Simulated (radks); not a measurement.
Removal energies from the iodine ion I2+, [Kr] 4d10 5s2 5p(1/2: 2, 3/2: 1), by Delta-SCF beside the eigenvalue of the level emptied. All-electron calculation, Dirac Kohn-Sham, PBE, spin-unpolarised, spherical densities, finite nucleus; Fermi nuclear charge, rms radius of each element as measured or else 0.836 A^(1/3) + 0.57 fm. Program: a radial shooting solver on a logarithmic mesh with Libxc functionals. Sub-shells are occupied by j as written (lower j first in brackets).

removed from                             final configuration  Delta-SCF (eV)  -eigenvalue (eV)
5p3/2                       [Kr] 4d10 5s2 5p(1/2: 2, 3/2: 0)          28.724            23.924
5p1/2                       [Kr] 4d10 5s2 5p(1/2: 1, 3/2: 1)          30.169            25.208
5s1/2                       [Kr] 4d10 5s1 5p(1/2: 2, 3/2: 1)          41.352            35.794
4d5/2         [Kr] 4d(3/2: 4, 5/2: 5) 5s2 5p(1/2: 2, 3/2: 1)          78.923            69.539
